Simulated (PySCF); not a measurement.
CH2N (SMILES C#[NH+]), charge +1, singlet, at a GFN2-xTB geometry. Base run: PBE0/cc-pVTZ (PySCF).

Geometry (Å):
```xyz
4

C      0.0000     0.0000    -0.6003
N      0.0000     0.0000     0.5327
H      0.0000     0.0000    -1.6749
H      0.0000     0.0000     1.5482
```
Charge +1, spin multiplicity 1.
All else is at PySCF's defaults.
Base energy -93.62533 Eh.

Each row names what was changed in the base input (with any setting that the change needs).

```
change                                                                            ΔE vs base (mEh)  SCF cycles        outcome
--------------------------------------------------------------------------------  ----------------  ----------  -------------
base                                                                                         0.000           8      converged
conv_tol = 1e-12                                                                             0.000           9      converged
DIIS = ADIIS                                                                                 0.000          15      converged
diis_space = 2                                                                               0.000          20      converged
diis = off; damp = 0.3 (with mf.diis_start_cycle = 200; with mf.max_cycle = 150)                 -         150  not converged
conv_tol = 1e-11                                                                             0.000           9      converged
init_guess = sap                                                                             0.000           8      converged
diis_space = 20                                                                              0.000           8      converged
diis_space = 12                                                                              0.000           8      converged
solver = newton; init_guess = 1e                                                             0.000           -      converged
solver = newton                                                                              0.000           -      converged
damp = 0.5; diis_start_cycle = 5                                                             0.000          10      converged
init_guess = 1e                                                                              0.000          11      converged
```
